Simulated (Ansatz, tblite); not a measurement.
Removing and adding an electron: Ti(NH2)F3 (TiNF3H2). Total charge 0; singlet. Geometry: PBE0-D4/def2-SVP. Ansatz, gas phase; energy differences of separate SCF runs; the oxidised species was run as a doublet alone; the reduced species was run as a doublet alone.

```
atom   x (Å)   y (Å)   z (Å)
 Ti1  -0.184   0.150  -0.676
  N2   0.244  -0.245   1.069
  H3   0.063   0.364   1.864
  H4   0.733  -1.088   1.363
  F5  -1.473   1.313  -0.650
  F6  -0.581  -1.338  -1.484
  F7   1.199   0.844  -1.486
```

The xTB rows come from tblite. HOMO above LUMO, or a gap near zero within one spin, warns that the state may not be the lowest or that an electron is smeared out.

Problem. Estimate orbital energies and vertical ionisation energies and electron affinities at: GFN1-xTB; GFN2-xTB; PBE-D4/def2-TZVP; PBE-D4/def2-TZVPD; r2SCAN-D4/def2-TZVP; r2SCAN-D4/def2-TZVPD; PBE0-D4/def2-TZVP; PBE0-D4/def2-TZVPD.

Solution. 
```json
{"level": "GFN1-xTB", "−HOMO (eV)": "12.61", "vertical IE (eV)": "16.67", "−LUMO (eV)": "10.24", "vertical EA (eV)": "6.64", "HOMO–LUMO gap (eV)": "2.37", "IE − EA (eV)": "10.03", "remarks": "–"}
{"level": "GFN2-xTB", "−HOMO (eV)": "11.38", "vertical IE (eV)": "15.86", "−LUMO (eV)": "8.33", "vertical EA (eV)": "4.61", "HOMO–LUMO gap (eV)": "3.05", "IE − EA (eV)": "11.25", "remarks": "–"}
{"level": "PBE-D4/def2-TZVP", "−HOMO (eV)": "7.05", "vertical IE (eV)": "10.70", "−LUMO (eV)": "3.34", "vertical EA (eV)": "–", "HOMO–LUMO gap (eV)": "3.71", "IE − EA (eV)": "–", "remarks": "–"}
{"level": "PBE-D4/def2-TZVPD", "−HOMO (eV)": "7.10", "vertical IE (eV)": "–", "−LUMO (eV)": "3.38", "vertical EA (eV)": "-0.05", "HOMO–LUMO gap (eV)": "3.71", "IE − EA (eV)": "–", "remarks": "HOMO above zero (-1 doublet), gap within one spin near zero (-1 doublet)"}
{"level": "r2SCAN-D4/def2-TZVP", "−HOMO (eV)": "7.39", "vertical IE (eV)": "10.66", "−LUMO (eV)": "3.28", "vertical EA (eV)": "–", "HOMO–LUMO gap (eV)": "4.11", "IE − EA (eV)": "–", "remarks": "–"}
{"level": "r2SCAN-D4/def2-TZVPD", "−HOMO (eV)": "7.40", "vertical IE (eV)": "–", "−LUMO (eV)": "3.28", "vertical EA (eV)": "-0.08", "HOMO–LUMO gap (eV)": "4.12", "IE − EA (eV)": "–", "remarks": "HOMO above zero (-1 doublet), gap within one spin near zero (-1 doublet)"}
{"level": "PBE0-D4/def2-TZVP", "−HOMO (eV)": "8.57", "vertical IE (eV)": "10.81", "−LUMO (eV)": "2.34", "vertical EA (eV)": "–", "HOMO–LUMO gap (eV)": "6.22", "IE − EA (eV)": "–", "remarks": "–"}
{"level": "PBE0-D4/def2-TZVPD", "−HOMO (eV)": "8.58", "vertical IE (eV)": "–", "−LUMO (eV)": "2.35", "vertical EA (eV)": "0.21", "HOMO–LUMO gap (eV)": "6.23", "IE − EA (eV)": "–", "remarks": "HOMO above zero (-1 doublet)"}
```

   A HOMO above zero means that the electron is unbound at that level or that self-interaction error raises the level; the energy of removing that electron tells which. Raw xTB energy differences between charge states are shifted by several eV; the methods need an empirical correction for them. A negative affinity means that the extra electron isn't bound; its size then hangs on the basis.
